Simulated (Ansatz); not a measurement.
Stepwise reaction of `COB(Br)OC` with ammonia, as a gas-phase model of exchange steps in deposition or etching. ΔE in kJ/mol.

Program: Ansatz. Geometries: PBE0-D4/def2-TZVP. ΔE: electronic, gas phase. CBS: MP2 limit from def2 TZ/QZ plus the TZ coupled-cluster correction, frozen cores. This one scheme is used for every species. DFT in def2-TZVPP. B3LYP here is the variant with VWN-RPA as its local correlation; programs differ in this. For Br outer-core shells are correlated without core-valence functions, which leaves a few kJ/mol of doubt a bond. Scalar relativity is left out up to krypton. Each species was taken in one conformer, which may not be the lowest.

| step | reaction | PBE-D4 | B3LYP-D4 | ωB97M-V | CCSD(T)/CBS |
| --- | --- | --- | --- | --- | --- |
| 1 | `COB(Br)OC` + NH₃ → `COB(N)Br` + CH₃OH | 18.8 | 22.1 | 21.7 | 23.5 |
| 2 | `COB(N)Br` + NH₃ → `NB(N)Br` + CH₃OH | 27.7 | 30.3 | 29.6 | 30.9 |

**Question.** By hand: ΔE of the 2 steps together at CCSD(T)/CBS.

**Answer.** (23.5) + (30.9) = 54.4 kJ/mol, or 27.2 kJ/mol a step.

In ΔE each step is higher than the one before. All are uphill at CCSD(T)/CBS. PBE-D4 differs from CCSD(T)/CBS by -4.7 to -3.2 kJ/mol a step. Isolated molecules leave out the surface, adducts and barriers. Largest T1 diagnostic: 0.011.
